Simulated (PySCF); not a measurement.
A geometry optimisation on `[Cl][InH2]`.

Method: PBE0-D3(BJ)/def2-SVP geometry optimisation, gas phase, def2 core potentials past Kr (PySCF 2.14.0). Start geometry: GFN2-xTB. A driver script takes a list of jobs; this job's settings line and coordinates (Å) are shown.

Input:
```
{"job": {"xc": "PBE0", "basis": "def2-SVP", "d3": "d3bj", "grid": 1, "maxiter": 30, "shake": 0.01, "kind": "geom"}, "charge": 0, "multiplicity": 1}
Cl     1.887790    -0.920670    -0.714680
In    -0.122760     0.054340    -0.136480
H     -1.531590    -0.914470     0.075350
H     -0.195440     1.755430     0.087180
```

Output:
```
step   0  E = -651.25433672  max force = 0.017946
step   1  E = -651.25676368  max force = 0.003312
step   2  E = -651.25678650  max force = 0.003509
step   3  E = -651.25696288  max force = 0.000962
step   4  E = -651.25699279  max force = 0.000787
step   5  E = -651.25699453  max force = 0.001881
step   6  E = -651.25699820  max force = 0.001883
step   7  E = -651.25703821  max force = 0.001292
step   8  E = -651.25706824  max force = 0.000775
step   9  E = -651.25708601  max force = 0.000542
step  10  E = -651.25708690  max force = 0.000644
step  11  E = -651.25708868  max force = 0.000604
optimisation converged
```

Energies in Eh; «max force» is the largest Cartesian gradient component in Eh/bohr.

Problem. How much energy does the optimisation release, in kcal/mol?

Solution. E(step 0) − E(last step) = 0.002752 Eh, which is 1.7 kcal/mol.

Problem. Give the first gradient maximum in eV/Å.

Solution. With 1 Eh/bohr = 51.422 eV/Å, 0.923 eV/Å.

Main results: final energy -651.25709 Eh after 11 steps; dipole 2.83 D.

Problem. Estimate the wall time. Hardware: one thread of an Intel Xeon Platinum 8175M at 2.50 GHz, no GPU, shared host with 32 logical CPUs at a one-minute load of 6.3. And the peak memory of the process?

Solution. About 19 s, with 0.28 GiB resident at the peak, the Python interpreter and its libraries included.
Labels such as C1 count atoms from 1, the log's own numbers from 0.
